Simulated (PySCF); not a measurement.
# ECD: `C[N@@H+]1[BH2-][NH2+][B@H-]1O`, CH₁₀B₂N₂O

Cartesian coordinates in Å; atom numbers follow the order of the lines, from 1:
```xyz
16

C    -1.824   -0.470    0.306
N    -0.610   -0.036   -0.372
B     0.615   -1.048   -0.453
N     1.560   -0.062    0.358
B     0.356    1.017    0.389
O     0.624    2.174   -0.359
H    -2.316   -1.268   -0.254
H    -1.562   -0.848    1.291
H    -2.518    0.364    0.427
H    -0.873    0.317   -1.286
H     0.401   -2.051    0.140
H     0.990   -1.195   -1.571
H     2.387    0.256   -0.133
H     1.847   -0.395    1.268
H    -0.011    1.269    1.484
H     0.928    1.985   -1.247
```

Theory: PySCF, TDDFT PBE0/def2-SVPD circular dichroism and optical rotation, one conformer, gas phase. Geometry: GFN2-xTB.

The molecule is flexible and this is one conformer; a measurement averages over conformers. States above about 7.8 eV lie in this functional's continuum (it starts at minus the energy of the highest occupied orbital, well below the true ionisation energy for most functionals) and depend on the basis.

Problem. What are the CIP labels of the stereocentres?

Solution. N2 R, B5 R.

Problem. List the lowest 12 singlet excitations with oscillator and rotatory strengths.

Solution. Rotatory strengths R in 10⁻⁴⁰ esu² cm², velocity form and length form (origin at the centre of mass); f in length form.
| state | E (eV) | λ (nm) | f | R (velocity) | R (length) | main |
| --- | --- | --- | --- | --- | --- | --- |
| 1 | 6.77 | 183 | 0.006 | +19.8 | +20.0 | HOMO→LUMO 0.96 |
| 2 | 7.00 | 177 | 0.027 | +0.4 | 0.0 | HOMO−1→LUMO 0.90 |
| 3 | 7.38 | 168 | 0.002 | -21.0 | -22.1 | HOMO→LUMO+1 0.95 |
| 4 | 7.47 | 166 | 0.016 | +3.8 | +4.4 | HOMO−2→LUMO 0.97 |
| 5 | 7.74 | 160 | 0.026 | -9.8 | -9.9 | HOMO→LUMO+2 0.94 |
| 6 | 7.90 | 157 | 0.011 | -6.8 | -6.7 | HOMO−1→LUMO+1 0.83, HOMO−1→LUMO+2 0.10 |
| 7 | 8.03 | 154 | 0.003 | +7.4 | +7.1 | HOMO→LUMO+3 0.92 |
| 8 | 8.09 | 153 | 0.011 | -35.1 | -35.4 | HOMO−2→LUMO+1 0.96 |
| 9 | 8.14 | 152 | 0.002 | +5.6 | +6.8 | HOMO−1→LUMO+2 0.77, HOMO−1→LUMO+1 0.12 |
| 10 | 8.41 | 147 | 0.003 | -2.8 | -2.4 | HOMO−1→LUMO+3 0.86 |
| 11 | 8.50 | 146 | 0.019 | +4.7 | +4.7 | HOMO−2→LUMO+2 0.93 |
| 12 | 8.62 | 144 | 0.010 | -13.5 | -13.5 | HOMO→LUMO+4 0.85 |

Among the states computed, the strongest CD band (largest |R|) is state 8. The largest dissymmetry factor in size, g = 4R/(D+G), with D and G the electric and magnetic dipole strengths, is -0.12 for state 3 (velocity form, f = 0.002), among bands with |R| over 0.5. The mirror image has the same energies and oscillator strengths and all R with the opposite sign.
